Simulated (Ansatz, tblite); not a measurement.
Cost and result up the ladder for V(NH)Cl3 (VNCl₃H) (6 atoms). Total charge 0; singlet. Geometry: PBE-D4/def2-SVP.

```xyz
6

V    -0.2911    0.1576   -0.2011
N     0.9140   -0.4951    0.6311
H     1.6877   -0.9138    1.1655
Cl   -1.4309    1.3699    1.1724
Cl   -1.4689   -1.4656   -0.9967
Cl    0.5892    1.3470   -1.7712
```

Ansatz on 2 threads of Arm Neoverse V2 on a shared host; xTB runs through tblite on one thread. Times are rough, summed over both states, and most runs start from the orbitals of an earlier one. No level here is sound enough to serve as a yardstick. The other state is a doublet.

The xTB rows come from tblite. HOMO above LUMO, or a gap near zero within one spin, warns that the state may not be the lowest or that an electron is smeared out.

Run but left out: PBE-D4/def2-TZVP (charge +1 doublet: an occupied level 0.08 eV above an empty one).

Raw xTB energies of ions are shifted by several eV.

| level | functions | wall time |
| --- | --- | --- |
| GFN2-xTB | 41 | 0.011 s |
| GFN1-xTB | 42 | 0.012 s |
| PBE0-D4/def2-TZVP | 193 | 33 s |
| r2SCAN-D4/def2-TZVP (with forces) | 193 | 56 s |

(1) Estimate what each level gives for the vertical IE (eV).

## Answers

(1) 
```tsv
level	vertical IE (eV)	remarks
GFN2-xTB	14.47	–
GFN1-xTB	15.44	–
PBE0-D4/def2-TZVP	10.73	restricted SCF unstable in HF (singlet)
r2SCAN-D4/def2-TZVP (with forces)	10.50	gap within one spin near zero (+1 doublet), restricted SCF unstable in HF (singlet)
```
